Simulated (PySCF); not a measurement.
Molecule: 1,3-propanesultone (O=S1(=O)CCCO1, C3H6O3S).

Bonds (- single, = double, # triple, : aromatic): O1=S2, S2=O3, S2-C4, C4-C5, C5-C6, C6-O7, O7-S2. C4 carries H8, H9; C5 carries H10, H11; C6 carries H12, H13.

Frames of a GFN2-xTB Langevin trajectory at 600 K; GIAO PBE0/pcSseg-1 shieldings in PySCF 2.14, gas phase, non-relativistic; equivalent atoms averaged within each frame.

References, each an isolated molecule treated in the same way: ¹⁷O (336.08 ppm) against H2O; CS2 for ³³S (503.73 ppm); ¹³C (186.93 ppm), ¹H (31.72 ppm) vs TMS. The references are static minima.

Problem. How do the shifts (ppm) fluctuate along the trajectory?

Solution. 
| time (fs) | O1/O3 | O7 | S2 | C6 | C4 | C5 | H12/H13 | H8/H9 | H10/H11 |
| --- | --- | --- | --- | --- | --- | --- | --- | --- | --- |
| optimised geometry | 244.8 | 196.5 | 351 | 66.1 | 52.9 | 28.8 | 4.21 | 2.93 | 2.24 |
| 250 | 231.4 | 187.9 | 341 | 80.6 | 53.8 | 23.1 | 6.04 | 2.90 | 2.00 |
| 425 | 246.9 | 162.4 | 332 | 64.2 | 51.9 | 28.6 | 4.67 | 3.58 | 2.49 |
| 625 | 248.9 | 249.1 | 357 | 66.5 | 59.3 | 21.0 | 4.48 | 3.71 | 2.59 |
| 800 | 231.9 | 196.8 | 318 | 77.7 | 55.5 | 30.0 | 5.33 | 3.99 | 2.95 |
| 1000 | 272.6 | 166.1 | 373 | 62.4 | 45.4 | 39.5 | 3.80 | 2.36 | 3.99 |
| mean of frames | 246.3 | 192.5 | 344 | 70.3 | 53.1 | 28.4 | 4.86 | 3.31 | 2.80 |
| standard deviation | 16.8 | 34.8 | 21 | 8.3 | 5.1 | 7.2 | 0.85 | 0.67 | 0.75 |

5 frames give an uncertainty of the mean of about the standard deviation over 2.2 at best, since frames this close in time may not be independent; classical motion lacks zero-point vibration, and the reference would need the same averaging.
